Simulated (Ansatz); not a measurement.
Species: CH₃Si, net charge 0, doublet state. It need not be the lowest isomer of its formula. SMILES: C=[SiH]
Coordinates optimised at B3LYP-D3(BJ)/def2-TZVP (Ansatz, a first-principles code):
```
C
H 1 1.0812
H 1 1.0862 2 115.98
Si 1 1.7070 2 123.86 3 180.00
H 4 1.4946 1 121.17 2 -180.00
```
Charge 0, spin multiplicity 2.

Property: atomisation energy (electronic, to ground-state atoms), in kcal/mol. Valence correlation only, unless marked. UHF or UKS for open shells. Spin-orbit coupling is left out. No relativistic terms. The coupled-cluster limit lacks core correlation, which all-electron functionals hold. Basis-set limits of correlation are two-point, X^-3; Hartree-Fock from the larger set.

| level | program | atomisation energy (kcal/mol) |
|---|---|---|
| HF/6-31G | Ansatz | 243.7 |
| HF/aug-cc-pV(Q+d)Z | Ansatz | 271.3 |
| HF/def2-QZVPP | Ansatz | 271.3 |
| BLYP-D4/def2-TZVPD | Ansatz + dftd4 | 366.7 |
| BLYP/def2-TZVPD | Ansatz | 363.2 |
| PBE0/6-31G* | Ansatz | 360.6 |
| r2SCAN0-D4/def2-TZVPD | Ansatz + dftd4 | 363.6 |
| RI-MP2/CBS(aug-cc-pV(T+d)Z,aug-cc-pV(Q+d)Z) | Ansatz | 357.3 |
| RI-MP2/CBS(def2-TZVPPD,def2-QZVPPD) | Ansatz | 356.8 |
| CCSD(T)/CBS(cc-pV(T+d)Z,cc-pV(Q+d)Z) | Ansatz | 365.1 |

The UHF reference is spin-contaminated (<S^2> 0.44 over the pure value in the largest basis). The T1 diagnostic of CCSD in the largest basis is 0.068, which is high, so the coupled-cluster rows are less sure than usual.
